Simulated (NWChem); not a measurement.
Molecule: MgNH$_{2}$F; SMILES [Mg]([NH2])[F]

```xyz
5

Mg     0.0000     0.0000    -0.0826
F      0.0000     0.0000    -1.8263
N      0.0000     0.0000     1.8037
H      0.0000    -0.8193     2.4010
H      0.0000     0.8193     2.4010
```
Atoms are numbered in this order, from 1.

Program: NWChem. Coordinates come from a B3LYP/6-31G* (spherical d) optimisation. Hybrids' shares of exact exchange are those that their runs print; pure functionals count as 0. The functionals differ in more than this share.

```
row             share of exact exchange  orbital gap (eV)
--------------  -----------------------  ----------------
PBE/def2-SVP                       0.00              3.21
PW91/def2-SVP                      0.00              3.19
TPSSh/def2-SVP                     0.10              4.31
B3LYP/def2-SVP                     0.20              4.75
PBE0/def2-SVP                      0.25              5.31
MPW1K/def2-SVP                     0.43          withheld
```

Task: Fit a straight line of the last column on the one before it, predict the withheld value, and compare with the run.

Result: 
1. Means of the 5 shown rows: x = 0.110, y = 4.154. Slope Σ(x − x̄)(y − ȳ)/Σ(x − x̄)² = 0.4238/0.05200 = 8.150; intercept 3.258.
2. The shown rows scatter about the line by 0.128 (root mean square); the largest residual is +0.24, at TPSSh/def2-SVP.
3. At x = 0.43 (MPW1K/def2-SVP; beyond the shown range) the line gives 6.76.
4. The run gives 6.85, +0.09 from the line, 0.7 times the scatter.
